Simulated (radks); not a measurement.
The numbers below are computed, except where a source is named.
Question: All-electron atom: Pb II in [Hg] 6p1. Code: a radial shooting solver on a logarithmic mesh with Libxc functionals. Model: scalar-relativistic Kohn-Sham, LDA (Slater exchange, Perdew-Zunger correlation), spin-polarised, spherical densities, finite nucleus; open shells are filled with parallel spins first (spin-orbit coupling, left out, can overturn this in heavy ions); Fermi nuclear charge, rms radius 5.5012 fm. Some entries of the table are withheld. Estimate them.

orbital,occ.,eigenvalue (hartree),r(max) (bohr),<r^2> (bohr^2)
1s up,1,-3234.411,0.009855,0.0003579
1s down,1,-3234.411,0.009855,0.0003579
2s up,1,-578.8532,0.05721,0.005429
2s down,1,-578.8531,0.05721,0.005429
2p up,3,-496.9990,0.04762,0.004620
2p down,3,-496.9987,0.04762,0.004620
3s up,1,-139.1625,0.1613,0.03492
3s down,1,-139.1622,0.1613,0.03492
3p up,3,-115.6792,0.1614,0.03615
3p down,3,-115.6789,0.1614,0.03615
3d up,5,-91.62028,0.1314,0.02994
3d down,5,-91.62003,0.1314,0.02994
4s up,1,-31.69695,0.3625,0.1669
4s down,1,-31.69653,0.3625,0.1669
4p up,3,-23.99449,0.3825,0.1912
4p down,3,-23.99403,0.3825,0.1912
4d up,5,-15.05758,0.3884,0.2146
4d down,5,-15.05707,0.3884,0.2146
5s up,1,-5.58848,0.7881,0.8150
5s down,1,-5.58735,0.7881,0.8149
4f up,7,-5.18318,0.3493,0.2467
4f down,7,-5.18261,0.3492,0.2467
5p up,3,(1),0.8808,1.076
5p down,3,(2),0.8808,1.075
5d up,5,(3),1.073,1.981
5d down,5,(4),1.072,1.964
6s up,1,-0.72737,1.948,5.690
6s down,1,-0.70937,1.938,5.636
6p up,1,-0.38255,2.516,10.07
6p down,0,-0.36081,2.503,10.18

Answer: 
(1) 5p up eigenvalue (hartree): -3.44482
(2) 5p down eigenvalue (hartree): -3.44347
(3) 5d up eigenvalue (hartree): -1.06827
(4) 5d down eigenvalue (hartree): -1.06388
